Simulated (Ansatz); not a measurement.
`[CH3][SnH]([F])[I]` + H₂O → `[CH3][SnH]([OH])[F]` + HI  (formal hydrolysis of the Sn–I bond)

Computed with Ansatz on PBE0-D4/def2-TZVP structures; ΔE is electronic, products minus reactants. CCSD(T)/CBS adds triple-zeta CCSD(T) − MP2 to the extrapolated MP2 energy (def2 sets, frozen cores). This one scheme is used for every species. def2 core potentials past Kr. For I, Sn outer-core shells are correlated without core-valence functions, which leaves a few kJ/mol of doubt a bond. One conformer a species, not always the lowest.

`[CH3][SnH]([F])[I]`:

Z-matrix (Å, degrees):
```
C
Sn 1 2.119
H 1 1.089 2 109.7
H 1 1.090 2 109.2 3 120.7
H 1 1.089 2 108.2 3 -119.7
F 2 1.923 1 105.2 3 177.0
I 2 2.669 1 110.5 3 63.6
H 2 1.702 1 120.3 3 -65.5
```

H₂O:

Cartesian coordinates in Å:
```
O 0.179 0.338 0.072
H 0.576 -0.477 -0.242
H -0.755 0.139 0.170
```

`[CH3][SnH]([OH])[F]`:

```xyz
9

C    -1.377   -0.053   -0.132
Sn    0.659   -0.357    0.374
O     1.702    1.291    0.255
F     1.345   -1.470   -1.043
H    -1.917   -0.997   -0.069
H    -1.825    0.671    0.549
H    -1.430    0.325   -1.152
H     1.111   -1.076    1.844
H     1.732    1.668   -0.627
```

HI:

Z-matrix (Å, degrees):
```
I
H 1 1.610
```

```json
{"species": "`[CH3][SnH]([F])[I]`", "CCSD(T)/CBS(def2) energy (Eh)": "-651.80248"}
{"species": "H₂O", "CCSD(T)/CBS(def2) energy (Eh)": "-76.37941"}
{"species": "`[CH3][SnH]([OH])[F]`", "CCSD(T)/CBS(def2) energy (Eh)": "-430.11060"}
{"species": "HI", "CCSD(T)/CBS(def2) energy (Eh)": "-298.03592"}
```

Question: Work out ΔE.

Answer: ΔE = (-430.11060) + (-298.03592) − (-651.80248) − (-76.37941) = 0.03537 Eh = +22.2 kcal/mol.

Largest T1 diagnostic among the species: 0.013.

Leaving LDA and LC-ωPBE aside and taking each functional with its dispersion term where it has one, the values, not all of them listed here, spread over 4.5 kcal/mol, from B97M-V to HSE06-D4. At CCSD(T), def2-SVP lies −2.5 kcal/mol from the extrapolated value and def2-TZVPP −3.0 kcal/mol. From BLYP to BHLYP (50 % exact exchange), in def2-TZVPP and without D4, ΔE moves by +2.6 kcal/mol.
